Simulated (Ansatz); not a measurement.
Consider the substitution at a C–In bond: `F[CH](F)[InH2]` + `N[SiH3]` → `FC(F)N[SiH3]` + `[InH3]`.

Calculated with Ansatz (gas phase, PBE0-D4/def2-TZVP geometries, no zero-point term in ΔE). CBS: MP2 limit from def2 TZ/QZ plus the TZ coupled-cluster correction, frozen cores. This one scheme is used for every species. DFT in def2-TZVPP. Elements past krypton have def2 core potentials. For In outer-core shells are correlated without core-valence functions, which leaves a few kJ/mol of doubt a bond. One conformer a species, not always the lowest.

```csv
level,ΔE (kJ/mol)
B2PLYP,-26.6
HF/def2-QZVPP,-45.0
```

Task: What does CCSD(T)/CBS give? (An estimate is asked.)

Result: Ansatz gave: -24.7 kJ/mol. The listed levels differ from it by -1.9, -20.3 kJ/mol.

Largest T1 diagnostic among the species: 0.014.

From PBE to PBE0 (25 % exact exchange), in def2-TZVPP and without D4, ΔE moves by −9.4 kJ/mol. The D4 term adds −3.7 kJ/mol with B3LYP and −2.1 kJ/mol with PBE0; it sums over pairs of atoms, weighted by their polarisabilities, and B3LYP, whose exchange is more repulsive, gets the larger term.

B3LYP here is the variant with VWN-RPA as its local correlation; programs differ in this.
